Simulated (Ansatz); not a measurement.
`C=C[Te][SiH3]` + `C[SiH2][Te]B(O)O` → `OB(O)[Te][SiH3]` + `C=C[Te][SiH2]C`  (redistribution)

Computed with Ansatz on PBE0-D4/def2-TZVP structures; ΔE is electronic, products minus reactants. CCSD(T)/CBS adds triple-zeta CCSD(T) − MP2 to the extrapolated MP2 energy (def2 sets, frozen cores). Functionals use def2-TZVPP. B3LYP here is the variant with VWN-RPA as its local correlation; programs differ in this. Elements past krypton have def2 core potentials. For Te outer-core shells are correlated without core-valence functions, which leaves a few kJ/mol of doubt a bond. One conformer a species, not always the lowest.

| level | ΔE (kJ/mol) | difference from CCSD(T)/CBS |
| --- | --- | --- |
| PBE-D4 | -4.7 | -4.0 |
| PBE0-D4 | -3.1 | -2.4 |
| B3LYP-D4 | -2.1 | -1.4 |
| B2PLYP | -0.7 | 0.0 |
| r2SCAN | -1.6 | -0.9 |
| B3LYP | -1.0 | -0.3 |
| HF/def2-TZVPP | 5.1 | 5.8 |
| HF/def2-QZVPP | 5.4 | 6.1 |
| HF/CBS(def2) | 5.4 | 6.1 |
| MP2/CBS(def2) | -0.3 | 0.4 |
| CCSD(T)/CBS | -0.7 | 0 |

Largest T1 diagnostic among the species: 0.012.

In def2-TZVPP, CCSD(T) changes the Hartree–Fock value by −5.8 kJ/mol (the triples alone add −1.2 kJ/mol) and MP2 by −5.5 kJ/mol.
